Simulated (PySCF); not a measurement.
## `C(P1(=S)CCP(C)CC1)P`, C6H15P3S

Molfile (atoms numbered from 1):
```
C6H15P3S
     RDKit          3D

 25 25  0  0  0  0  0  0  0  0999 V2000
   -3.5049   -0.0013    0.7100 C   0  0  0  0  0  0  0  0  0  0  0  0
   -1.9949   -0.8141    0.0340 P   0  0  0  0  0  0  0  0  0  0  0  0
   -1.4797    0.5242   -1.1543 C   0  0  0  0  0  0  0  0  0  0  0  0
   -0.0667    0.2670   -1.6597 C   0  0  0  0  0  0  0  0  0  0  0  0
    1.1185    0.5727   -0.2824 P   0  0  0  0  0  5  0  0  0  0  0  0
    1.1348    2.4032    0.3462 S   0  0  0  0  0  0  0  0  0  0  0  0
    2.7125   -0.0595   -0.9783 C   0  0  0  0  0  0  0  0  0  0  0  0
    4.1993    0.1377    0.1263 P   0  0  0  0  0  0  0  0  0  0  0  0
    0.6189   -0.6566    0.9955 C   0  0  0  0  0  0  0  0  0  0  0  0
   -0.8185   -0.3658    1.4065 C   0  0  0  0  0  0  0  0  0  0  0  0
   -3.8578   -0.5725    1.5672 H   0  0  0  0  0  0  0  0  0  0  0  0
   -3.2985    1.0249    1.0123 H   0  0  0  0  0  0  0  0  0  0  0  0
   -4.2813   -0.0099   -0.0534 H   0  0  0  0  0  0  0  0  0  0  0  0
   -2.1870    0.5221   -1.9891 H   0  0  0  0  0  0  0  0  0  0  0  0
   -1.5251    1.5034   -0.6631 H   0  0  0  0  0  0  0  0  0  0  0  0
    0.0408   -0.7565   -2.0291 H   0  0  0  0  0  0  0  0  0  0  0  0
    0.1940    0.9657   -2.4631 H   0  0  0  0  0  0  0  0  0  0  0  0
    2.9031    0.5148   -1.8937 H   0  0  0  0  0  0  0  0  0  0  0  0
    2.6070   -1.1124   -1.2560 H   0  0  0  0  0  0  0  0  0  0  0  0
    3.6419   -0.5058    1.2321 H   0  0  0  0  0  0  0  0  0  0  0  0
    3.8255    1.3920    0.6052 H   0  0  0  0  0  0  0  0  0  0  0  0
    0.7235   -1.6711    0.6012 H   0  0  0  0  0  0  0  0  0  0  0  0
    1.2944   -0.5319    1.8493 H   0  0  0  0  0  0  0  0  0  0  0  0
   -0.9230    0.6959    1.6604 H   0  0  0  0  0  0  0  0  0  0  0  0
   -1.0880   -0.9596    2.2852 H   0  0  0  0  0  0  0  0  0  0  0  0
  1  2  1  0
  2  3  1  0
  3  4  1  0
  4  5  1  0
  5  6  2  0
  5  7  1  0
  7  8  1  0
  5  9  1  0
  9 10  1  0
 10  2  1  0
  1 11  1  0
  1 12  1  0
  1 13  1  0
  3 14  1  0
  3 15  1  0
  4 16  1  0
  4 17  1  0
  7 18  1  0
  7 19  1  0
  8 20  1  0
  8 21  1  0
  9 22  1  0
  9 23  1  0
 10 24  1  0
 10 25  1  0
M  END
```

Computed, not measured: GIAO KT3/MINI magnetisability, non-relativistic, IEF-PCM benzene in PySCF. Geometry: GFN2-xTB.

What are the magnetisability and the molar susceptibility?

Isotropic -2777 × 10⁻³⁰ J/T², or -167.3 × 10⁻⁶ cm³/mol; principal values -2926, -2824, -2583 × 10⁻³⁰ J/T², anisotropy 305 × 10⁻³⁰ J/T² (root of half the summed squared differences of the principal values). The susceptibility is in cgs units.

Split it along the inertial axes a, b, c into diamagnetic and paramagnetic parts about the centre of mass, with the quadrupole moment.


| axis | χ (10⁻⁶ cm³/mol) | diamagnetic (10⁻⁶ cm³/mol) | paramagnetic (10⁻⁶ cm³/mol) | summed x² of all electrons (Å²) | quadrupole Θ (D Å) |
| --- | --- | --- | --- | --- | --- |
| a | -170.1 | -1031.2 | 861.1 | 609.0 | -5.53 |
| b | -160.4 | -3054.8 | 2894.4 | 132.0 | -5.80 |
| c | -171.3 | -3143.9 | 2972.7 | 111.0 | +11.33 |

Anisotropies 2χaa − χbb − χcc = -8.5 and 2χbb − χaa − χcc = +20.5 × 10⁻⁶ cm³/mol. Θ is traceless in Buckingham's convention.
